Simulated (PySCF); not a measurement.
Simulated outer-valence photoelectron spectrum of `C(CCBr)#C`. Method: EOM-IP-CCSD/aug-cc-pVDZ in PySCF, restricted Hartree–Fock reference, 13 core orbitals frozen, non-relativistic, gas phase, PBE0-D3(BJ)/def2-SVP geometry.

Each root has a Gaussian of 0.6 eV full width with its one-hole share as area; cross sections and vibrations are left out, and the highest printed point is 100.

ionisation energy (eV), intensity and a bar:
```
      9.6          1 
      9.8          5 ##
     10.0         23 #######
     10.2         59 ##################
     10.4         92 ############################
     10.6        100 ##############################
     10.8         84 #########################
     11.0         52 ################
     11.2         20 ######
     11.4          5 #
     11.6          1 
     11.8          0 
     12.0          0 
     12.2          0 
     12.4          2 #
     12.6          9 ###
     12.8         24 #######
     13.0         34 ##########
     13.2         28 ########
     13.4         18 #####
     13.6         23 #######
     13.8         34 ##########
     14.0         33 ##########
     14.2         29 #########
     14.4         34 ##########
     14.6         33 ##########
     14.8         19 ######
     15.0          6 ##
     15.2          1 
     15.4          1 
     15.6          7 ##
     15.8         20 ######
     16.0         33 ##########
     16.2         29 #########
     16.4         14 ####
     16.6          4 #
     16.8          0
```

Task: Where are the maxima, and how many lines lie under the curve?

Result: 5 maxima, at 10.6, 13.0, 13.9, 14.5 and 16.1 eV, from 8 lines. At this width some lines have no maximum of their own.

Task: List the lines with their holes.

Result: 
| E (eV) | leading hole (HF orbital) | area | Koopmans (eV) |
| --- | --- | --- | --- |
| 10.36 | HOMO | 0.96 | 10.77 |
| 10.41 | HOMO-2 | 0.96 | 11.07 |
| 10.71 | HOMO-1 | 0.96 | 10.79 |
| 10.87 | HOMO-3 | 0.96 | 11.25 |
| 13.02 | HOMO-4 | 0.96 | 13.71 |
| 13.86 | HOMO-5 | 0.95 | 15.04 |
| 14.52 | HOMO-6 | 0.95 | 15.93 |
| 16.06 | HOMO-7 | 0.94 | 17.82 |

The widest gap, 2.15 eV, lies between 10.87 and 13.02 eV. Only orbitals with −ε under 21 eV, eight at most, were ionised, so the high end of the curve may lack lines.

Shape of the structure used: `[CH:1]#[C:2][CH2:3][CH2:4][Br:5]`: C2–C3–C4–Br5 180°.

One conformer stands for the species.
